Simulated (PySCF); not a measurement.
Rigid-rotor lines calculated for a species of formula CH9NSiSn (commonest isotopes; PBE0-D3(BJ)/def2-SVP geometry optimisation, gas phase, def2 core potentials past Kr in PySCF 2.14.0), labelled J(Ka,Kc):

| transition | MHz |
| --- | --- |
| 2(0,2) ← 1(0,1) | 5420.7 |
| 2(1,2) ← 1(1,1) | 5218.1 |
| 2(1,1) ← 1(1,0) | 5640.0 |
| 1(1,1) ← 0(0,0) | 6584.1 |
| 1(0,1) ← 0(0,0) | 2714.5 |

Find the rotational constants.

1(0,1) ← 0(0,0) is B + C, 2(1,1) ← 1(1,0) is 3B + C and 2(1,2) ← 1(1,1) is B + 3C, so B − C is half the difference of the last two, 210.9 MHz. 1(1,1) ← 0(0,0) is A + C. A = 5332.3, B = 1462.8, C = 1251.8 MHz.

What moments of inertia, asymmetry and inertial defect follow?

I = 505379 MHz·u·Å² over each constant: Ia = 94.78, Ib = 345.50, Ic = 403.73 u·Å²; κ = (2B − A − C)/(A − C) = -0.897 (asymmetric top); Δ = Ic − Ia − Ib = -36.54 u·Å².

Which dipole components do these lines need?

μa and μb (a-type: ΔKa even, ΔKc odd; b-type: both odd). The calculation gives |μa| = 1.23 D, |μb| = 0.50 D, |μc| = 1.19 D.

Predict further lines from these constants: 2(2,0) ← 2(1,1); 2(2,0) ← 1(1,1); 2(1,2) ← 1(0,1); 1(1,0) ← 0(0,0); 2(2,0) ← 1(1,0); 2(2,1) ← 2(1,2); 1(1,1) ← 1(0,1); 2(2,1) ← 1(1,0).

```
     transition    MHz  type  branch
1(1,1) ← 1(0,1)   3870     c       Q
1(1,0) ← 0(0,0)   6795     c       R
2(1,2) ← 1(0,1)   9088     b       R
2(2,0) ← 2(1,1)  11617     b       Q
2(2,1) ← 2(1,2)  12242     b       Q
2(2,1) ← 1(1,0)  17249     b       R
2(2,0) ← 1(1,0)  17257     c       R
2(2,0) ← 1(1,1)  17468     b       R
```

Which structure gave them?

`[NH2][SnH2][CH2][SiH3]`, point group C1. Three constants can't fix a structure by themselves; this is the one that was computed:
```xyz
13
CH9NSiSn angstrom
N      2.016    0.867   -0.562
Sn     1.129   -0.936   -0.163
C     -0.959   -0.659   -0.617
Si    -1.765    0.765    0.304
H      1.940    1.143   -1.539
H      3.007    0.888   -0.325
H      1.759   -2.250   -1.090
H      1.378   -1.210    1.510
H     -1.046   -0.502   -1.705
H     -1.479   -1.602   -0.383
H     -1.667    0.542    1.780
H     -3.215    0.881   -0.053
H     -1.091    2.057   -0.025
```

The values belong to one conformer (point group C1) with, in the numbering `[NH2:1][SnH2:2][CH2:3][SiH3:4]`, H–N1–Sn2–C3 -62° and 176°, N1–Sn2–C3–Si4 -56°. Whether it is a minimum is left open (no frequencies). Zero-point vibration and centrifugal distortion are left out. A rigid rotor knows nothing of inversion at nitrogen or internal rotation, which can split or shift real lines. Quadrupole hyperfine structure (14N) is left out.

Time: 64 s; peak memory 0.51 GiB. Hardware: Intel Xeon Platinum 8259CL at 2.50 GHz, one thread, no GPU, shared host with 96 logical CPUs at a one-minute load of 64. That covers the optimisation of the geometry.
